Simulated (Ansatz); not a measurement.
Z-matrix (Å, degrees):
```
C
O 1 1.420
H 1 1.092 2 110.6
H 1 1.088 2 105.5 3 118.7
H 1 1.092 2 110.6 3 -122.5
C 2 1.317 1 122.0 3 61.3
Te 6 2.118 2 124.0 1 -0.1
S 6 1.623 2 121.9 1 179.9
H 7 1.669 6 101.9 2 -0.1
```

Total charge 0; spin multiplicity 1. Te: def2 effective core potential.

(1) List the PBE0/def2-TZVPP orbital energies in eV (Ansatz 0.2.0). (An estimate is asked.)

Results:

(1) The calculation gave: Occupied: -2421.73, -524.90, -282.13, -280.34, -217.08, -172.47, -160.91, -160.84, -160.72, -121.47, -121.35, -121.15, -44.68, -44.64, -44.45, -44.34, -44.33, -31.32, -22.67, -20.38, -18.52, -16.41, -14.23, -14.14, -13.25, -11.31, -11.15, -10.14, -9.11, -8.09, -6.67, -6.59. Lowest empty: -1.58, -0.90, -0.26, 1.23, 1.79, 2.44, 2.51, 3.13.
